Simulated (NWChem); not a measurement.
C2H5FSi2; SMILES C#C[Si@@H](F)[SiH3]

```xyz
10

C      1.0918    -2.5960     0.2526
C      0.4146    -1.6225    -0.0229
Si    -0.5340    -0.1116    -0.4286
F     -1.9090    -0.1023     0.4470
Si     0.7300     1.7799     0.1338
H      1.6850    -3.4608     0.4949
H     -0.9193    -0.1538    -1.8667
H     -0.0376     3.0262    -0.1682
H      1.0699     1.7451     1.5876
H      1.9898     1.7736    -0.6713
```
Atoms are numbered in this order, from 1.

Results from NWChem. Pople sets run with spherical d functions. All runs use the structure optimised with PBE0/def2-SVP. Isolated, static molecule.

GIAO at B3LYP/6-31G*: principal shieldings of F4 are 347.7, 380.1, 437.2 ppm; an isolated trichlorofluoromethane molecule has σ = 194.2 ppm at the same levels.

Find the isotropic 19F shift, its principal values, the span and the skew.


1. σ(iso) = one third of the sum = 388.3 ppm.
2. δ = σ(reference) − σ = -194.1 ppm against trichlorofluoromethane.
3. δ11, δ22, δ33 = -153.5, -185.9, -243.0 ppm.
4. Span Ω = δ11 − δ33 = 89.5 ppm; skew κ = 3(δ22 − δ(iso))/Ω = 0.28.
